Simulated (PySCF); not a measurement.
How methods differ on the electron affinity of I

I⁻ [Xe] (1S) → I [Kr] 4d10 5s2 5p5 (2P), as a difference of total energies. All numbers are calculated (PySCF 2.14, the spin-free X2C one-electron Hamiltonian (Gaussian nucleus), in aug-cc-pVQZ-DK3). Correlated levels: valence: [Kr] 4d10 frozen. The calculations carry no spin-orbit coupling.

| method | electron affinity (eV) | plus first-order spin-orbit estimate | error of that sum (eV) |
| --- | --- | --- | --- |
| UHF | 2.298 | 1.998 | -1.061 |
| MP2 (valence) | 3.291 | 2.991 | -0.068 |
| SCS-MP2 (valence) | 3.238 | 2.938 | -0.121 |
| CCSD (valence) | 3.194 | 2.893 | -0.166 |
| CCSD(T) (valence) | 3.269 | 2.969 | -0.090 |

Reference: 3.059 eV (measured; photodetachment measurements, as compiled on the Wikipedia data page of electron affinities).

A first-order spin-orbit estimate (lowest level to lowest level, LS coupling) adds -0.300 eV.

Errors of the correlated levels include the incompleteness of this basis and the frozen core.
